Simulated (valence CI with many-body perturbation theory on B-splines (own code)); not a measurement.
## Ce⁸⁺: electric-dipole lines

Method: configuration interaction combined with many-body perturbation theory (CI+MBPT): four valence electrons over a frozen Dirac-Fock core [Kr] 4d10, radial functions for each j: 7 s, 7 p, 7 d, 7 f, 4 g, 2 h, with the one-electron correlation potential Σ1 (screened to all orders), the two-electron term Σ2, the three-electron term Σ3, Breit, model QED; selected single and double excitations, second order for the rest, scaled by the run's own slope (own B-spline code, finite nucleus).

No measured spectrum was set against this ion. As an estimate, levels hold to about 250 cm⁻¹ or 0.2 % of their energy and the worst to 1 %, as in measured heavy ions of charge 2 to 7; those with d or f electrons hold less well. Among the levels kept, up to 470 cm⁻¹ of a level comes from second order outside the variational space, and about a tenth of that is noise between levels of different J, which matters for small intervals.

Lines 301 to 350 of 552 in falling wavelength, among levels below 43.990 eV, chosen from the strongest by gf and those to the six lowest levels. Wavelengths and rates use the calculated energies, so an error of 200 cm⁻¹ moves a line at 428.8 Å by 0.086 % and its rate by three times that or more. Electric multipoles are in the length gauge, E1 and E2 with the static RPA response of the core. Weak lines are less certain than strong ones. Lines between different terms over intervals too small for the method are left out, as are lines whose strength nearly cancels. Where a level lies close to another of its J and parity, the split of strength between their lines is uncertain. The highest levels of a list are the least certain.

Names give the largest LS component (configuration and term), which can be under half, so a name can repeat, a term be missing and a line seem to break the LS rules; names also repeat where a configuration has a term twice. Letters in brackets count levels of one name in rising energy.

```tsv
λ vac (Å)	Upper	Lower	A (s⁻¹)	log gf	Branch %
428.8	4f2.5s.5p 3D°_3 [b]	4f.5s2.5p 1D_2	9.65e+08	-0.73	5.0
428.0	4f2.5s.5p 3G°_5 [c]	4f.5s2.5p 3G_5	3.30e+09	0.00	39.1
427.4	4f2.5s.5p 3F°_3 [c]	4f.5s2.5p 3F_4	7.74e+08	-0.83	12.0
427.4	4f.5s.5p2 3G°_4 [b]	4f.5s2.5p 3G_3	2.76e+09	-0.17	17.9
427.3	4f2.5s.5p 5D°_1 [a]	4f.5s2.5p 3F_2	9.93e+08	-1.09	13.6
427.1	4f2.5s.5p 3G°_4 [d]	4f.5s2.5p 1G_4	7.23e+08	-0.75	6.3
426.8	4f.5s.5p2 3D°_3 [b]	5s2.5p2 3P_2 [a]	1.44e+09	-0.56	39.3
426.6	4f.5s.5p2 3F°_3 [c]	4f.5s2.5p 3G_3	4.27e+08	-1.09	2.6
426.0	5s2.5p.5d 3P°_1	4f.5s2.5p 3F_2	3.16e+09	-0.59	10.8
425.9	4f2.5s.5p 3H°_4 [b]	4f.5s2.5p 3F_3	1.16e+08	-1.55	12.9
425.7	4f.5s.5p2 1F°_3 [a]	4f.5s2.5p 3F_3	1.02e+09	-0.71	6.2
425.1	4f2.5s.5p 5G°_2 [a]	5s2.5p2 3P_2 [b]	1.54e+09	-0.68	12.3
425.0	4f2.5s.5p 3F°_3 [b]	4f.5s2.5p 1F_3	4.87e+08	-1.03	3.0
424.2	4f2.5s.5p 5G°_2 [b]	5s2.5p2 3P_2 [b]	1.36e+09	-0.74	11.4
424.1	4f2.5s.5p 3G°_3 [b]	4f.5s2.5p 3F_3	5.09e+08	-1.02	6.3
423.3	4f.5s.5p2 1F°_3 [b]	4f.5s2.5p 3G_4	1.38e+09	-0.59	6.9
423.0	5s2.5p.5d 3F°_2 [a]	5s2.5p2 3P_1	5.63e+08	-1.12	11.2
422.9	4f2.5s.5p 3G°_4 [c]	4f.5s2.5p 3F_4	1.15e+09	-0.56	11.6
422.6	4f2.5s.5p 5P°_2 [a]	4f.5s2.5p 3D_2	2.13e+09	-0.54	21.2
422.3	4f.5s2.5d 3F°_2 [b]	4f.5s2.5p 3D_1	4.79e+09	-0.19	27.0
421.8	5s2.5p.5d 3F°_3	5s2.5p2 3P_2 [a]	2.45e+09	-0.34	39.8
421.6	4f.5s.5p2 3F°_2 [d]	4f.5s2.5p 3F_2	2.60e+09	-0.46	7.9
421.3	4f2.5s.5p 5P°_2 [b]	4f.5s2.5p 3D_3	7.84e+08	-0.98	10.5
420.9	4f.5s2.5d 3F°_3	4f.5s2.5p 3D_2	3.94e+09	-0.14	28.9
420.7	4f2.5s.5p 3G°_5 [c]	4f.5s2.5p 3F_4	1.49e+09	-0.36	17.6
420.5	4f2.5s.5p 3F°_4 [d]	4f.5s2.5p 1G_4	7.88e+08	-0.73	6.5
419.9	4f.5s.5p2 1G°_4 [b]	4f.5s2.5p 3G_3	2.53e+09	-0.22	15.5
419.2	4f.5s2.5d 3H°_6	4f.5s2.5p 3G_5	1.02e+10	0.55	99.4
419.0	4f.5s.5p2 3F°_2 [c]	4f.5s2.5p 3G_3	1.04e+09	-0.86	9.8
418.5	4f.5s.5p2 3D°_2 [b]	5s2.5p2 3P_1	4.08e+09	-0.27	57.0
417.8	4f2.5s.5p 3F°_2 [a]	4f.5s2.5p 3G_3	1.45e+09	-0.72	10.6
417.7	4f.5s.5p2 1F°_3 [a]	4f.5s2.5p 3G_3	4.56e+08	-1.08	2.8
417.6	4f2.5s.5p 3F°_4 [c]	4f.5s2.5p 3D_3	1.81e+09	-0.37	23.3
417.5	4f2.5s.5p 3G°_4 [c]	4f.5s2.5p 1F_3	1.38e+09	-0.49	13.9
417.3	4f.5s2.5d 3P°_0	4f.5s2.5p 3D_1	1.50e+10	-0.41	90.9
417.2	4f.5s.5p2 3F°_4 [e]	4f.5s2.5p 3G_4	9.74e+08	-0.64	4.3
417.2	4f2.5s.5p 3D°_3 [b]	4f.5s2.5p 1G_4	4.23e+09	-0.11	21.9
417.2	5s.5p3 3S°_1	5s2.5p2 3P_0	2.17e+09	-0.77	9.5
416.7	4f.5s.5p2 3F°_3 [d]	4f.5s2.5p 3F_2	2.42e+09	-0.36	9.9
416.6	4f2.5s.5p 3F°_4 [c]	4f.5s2.5p 3G_5	3.89e+08	-1.04	5.0
416.5	4f.5s2.5d 3F°_2 [b]	4f.5s2.5p 3D_2	5.91e+09	-0.11	33.3
416.1	4f2.5s.5p 3G°_5 [d]	4f.5s2.5p 3G_5	4.01e+09	0.06	38.1
416.0	4f.5s2.5d 3D°_3	4f.5s2.5p 3D_2	4.47e+09	-0.09	26.4
415.5	4f.5s2.5d 3D°_3	4f.5s2.5p 3D_3	2.95e+09	-0.27	17.4
415.5	4f.5s2.5d 3H°_5	4f.5s2.5p 3F_4	1.37e+10	0.59	68.7
415.5	4f2.5s.5p 1F°_3	4f.5s2.5p 3F_4	5.22e+08	-1.02	3.7
414.9	4f2.5s.5p 3G°_4 [d]	4f.5s2.5p 3D_3	2.09e+09	-0.31	18.2
414.7	4f.5s.5p2 3F°_3 [d]	4f.5s2.5p 3F_3	3.62e+08	-1.19	1.5
413.9	4f.5s.5p2 3F°_4 [e]	4f.5s2.5p 3F_3	1.78e+09	-0.39	7.9
413.7	4f.5s.5p2 3D°_1 [a]	5s2.5p2 3P_0	2.13e+09	-0.79	57.1
```

(1) How does gf follow from A for the line at 419.0 Å?

Results:

(1) gf = 1.4992 × (2J+1)_upper × A / σ², with σ = 238659 cm⁻¹ and 2J+1 = 5: gf = 0.137.
